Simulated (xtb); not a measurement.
F$_{2}$Mg, charge -1, doublet, from a rough starting geometry (GFN-xTB shapes and energies of metal compounds can be far from the true ones) (a state made from the parent by changing its charge; the spin is typed, not shown lowest); GFN2-xTB run with xtb 6.7.1.

Input for xtb:
```
$ xtb mol.xyz --gfn 2 --chrg -1 --uhf 1 --opt vtight --json

# file mol.xyz
3

Mg     0.01248169    -0.00463657    -0.04217965
F     -0.21581036     1.21988519    -1.11940790
F      0.18307718    -1.28565176     1.11691206
```

Task: What does xtb print? Leave out banner, timings and long lists.

Result: 
```
   ID    Z sym.   atoms
    1   12 Mg     1
    2    9 F      2, 3

           -------------------------------------------------
          |                Calculation Setup                |
           -------------------------------------------------

           -------------------------------------------------
          |                 G F N 2 - x T B                 |
           -------------------------------------------------

          ...................................................
          :                      SETUP                      :
          :.................................................:
          :  # basis functions                  18          :
          :  # atomic orbitals                  17          :
          :  # shells                            7          :
          :  # electrons                        17          :
          :  max. iterations                   250          :
          :  Hamiltonian                  GFN2-xTB          :
          :  restarted?                      false          :
          :  GBSA solvation                  false          :
          :  PC potential                    false          :
          :  electronic temp.          300.0000000     K    :
          :  accuracy                    1.0000000          :
          :  -> integral cutoff          0.2500000E+02      :
          :  -> integral neglect         0.1000000E-07      :
          :  -> SCF convergence          0.1000000E-05 Eh   :
          :  -> wf. convergence          0.1000000E-03 e    :
          :  Broyden damping             0.4000000          :
          :  net charge                         -1          :
          :  unpaired electrons                  1          :
          ...................................................

 iter      E             dE          RMSdq      gap      omega  full diag
   1     -9.7295115 -0.972951E+01  0.210E+01    4.34       0.0  T
   2    -10.3282655 -0.598754E+00  0.522E+00    6.12       1.0  T
   3    -10.3573996 -0.291341E-01  0.430E+00    7.12       1.0  T
   4    -10.3625649 -0.516530E-02  0.466E+00    7.57       1.0  T
   5    -10.3626589 -0.939871E-04  0.542E-01    7.77       1.0  T
   6    -10.3632079 -0.548986E-03  0.608E-02    7.91       1.0  T
   7    -10.3632111 -0.326196E-05  0.758E-02    7.88       1.0  T
   8    -10.3632108  0.297517E-06  0.213E-02    7.86       2.7  T
   9    -10.3632118 -0.945102E-06  0.292E-03    7.87      19.8  T
  10    -10.3632118 -0.294630E-07  0.179E-03    7.87      32.3  T
  11    -10.3632118 -0.315534E-08  0.275E-04    7.86     210.2  T
  12    -10.3632118 -0.528289E-10  0.700E-05    7.86     825.0  T

   *** convergence criteria satisfied after 12 iterations ***

         :::::::::::::::::::::::::::::::::::::::::::::::::::::
         ::                     SUMMARY                     ::
         :::::::::::::::::::::::::::::::::::::::::::::::::::::
         :: total energy             -10.346332760762 Eh    ::
         :: gradient norm              0.051292477037 Eh/a0 ::
         :: HOMO-LUMO gap              7.864760539070 eV    ::
         ::.................................................::
         :: SCC energy               -10.363211816899 Eh    ::
         :: -> isotropic ES            0.259887908786 Eh    ::
         :: -> anisotropic ES          0.005930234339 Eh    ::
         :: -> anisotropic XC         -0.000472745714 Eh    ::
         :: -> dispersion             -0.000809178243 Eh    ::
         :: repulsion energy           0.016879056137 Eh    ::
         :: add. restraining           0.000000000000 Eh    ::
         :: total charge              -1.000000000000 e     ::
         :::::::::::::::::::::::::::::::::::::::::::::::::::::

      -----------------------------------------------------------
     |                   =====================                   |
     |                        A N C O P T                        |
[...]
 * total energy  :   -10.3463328 Eh     change       -0.7506884E-11 Eh
 * total energy  :   -10.3486412 Eh     change       -0.2308405E-02 Eh
 * total energy  :   -10.3514540 Eh     change       -0.2812790E-02 Eh
 * total energy  :   -10.3518141 Eh     change       -0.3601399E-03 Eh
 * total energy  :   -10.3518507 Eh     change       -0.3659904E-04 Eh
 * total energy  :   -10.3518515 Eh     change       -0.8053660E-06 Eh
 * total energy  :   -10.3518518 Eh     change       -0.3008515E-06 Eh
 * total energy  :   -10.3518522 Eh     change       -0.3628293E-06 Eh
 * total energy  :   -10.3518523 Eh     change       -0.8680258E-07 Eh
   *** GEOMETRY OPTIMIZATION CONVERGED AFTER 9 ITERATIONS ***
         :: total energy             -10.351852250035 Eh    ::
[...]
         :: -> anisotropic XC         -0.000634114099 Eh    ::
         :: -> dispersion             -0.000792653438 Eh    ::
         :: repulsion energy           0.006572465016 Eh    ::
         :: add. restraining           0.000000000000 Eh    ::
         :: total charge              -1.000000000000 e     ::
         :::::::::::::::::::::::::::::::::::::::::::::::::::::

           -------------------------------------------------
          |                Property Printout                |
           -------------------------------------------------

    * Orbital Energies and Occupations

         #    Occupation            Energy/Eh            Energy/eV
      -------------------------------------------------------------
         1        2.0000           -0.4956143             -13.4864
         2        2.0000           -0.4887259             -13.2989
         3        2.0000           -0.2133499              -5.8055
         4        2.0000           -0.2027874              -5.5181
         5        2.0000           -0.2027874              -5.5181
         6        2.0000           -0.2026171              -5.5135
         7        2.0000           -0.2026171              -5.5135
         8        2.0000           -0.1968427              -5.3564
         9        1.0000           -0.0661914              -1.8012 (HOMO)
        10                          0.2270207               6.1775 (LUMO)
        11                          0.2270207               6.1775
        12                          0.2743246               7.4648
        13                          0.2743246               7.4648
        14                          0.3199212               8.7055
        15                          0.3199213               8.7055
        16                          0.7394377              20.1211
        17                          1.2587786              34.2531
      -------------------------------------------------------------
                  HL-Gap            0.2932122 Eh            7.9787 eV
             Fermi-level           -0.0255512 Eh           -0.6953 eV

     #   Z          covCN         q      C6AA      α(0)
     1  12 Mg       1.277     0.153   199.691    38.954
     2   9 F        0.638    -0.576    15.993     4.719
     3   9 F        0.638    -0.576    15.992     4.719

 Mol. C6AA /au·bohr⁶  :        427.287685
 Mol. C8AA /au·bohr⁸  :      25377.733360
 Mol. α(0) /au        :         48.392118

Wiberg/Mayer (AO) data.
largest (>0.10) Wiberg bond orders for each atom

 ---------------------------------------------------------------------------
     #   Z sym  total        # sym  WBO       # sym  WBO       # sym  WBO
 ---------------------------------------------------------------------------
     1  12 Mg   1.508 --     3 F    0.754     2 F    0.754
     2   9 F    0.771 --     1 Mg   0.754
     3   9 F    0.772 --     1 Mg   0.754
 ---------------------------------------------------------------------------

Topologies differ in total number of bonds
Writing topology from bond orders to xtbtopo.mol

molecular dipole:
                 x           y           z       tot (Debye)
 q only:        0.014       0.044       0.028
   full:        0.014       0.044       0.028       0.137
molecular quadrupole (traceless):
                xx          xy          yy          xz          yz          zz
 q only:        6.379       1.744      -4.305      -1.558       9.779      -2.074
  q+dip:        6.547       1.790      -4.418      -1.599      10.037      -2.129
   full:        7.756       2.121      -5.234      -1.894      11.892      -2.522

optimized geometry written to: xtbopt.xyz

           -------------------------------------------------
          | TOTAL ENERGY              -10.351852250035 Eh   |
          | GRADIENT NORM               0.000059741846 Eh/α |
          | HOMO-LUMO GAP               7.978709162628 eV   |
           -------------------------------------------------

normal termination of xtb
```
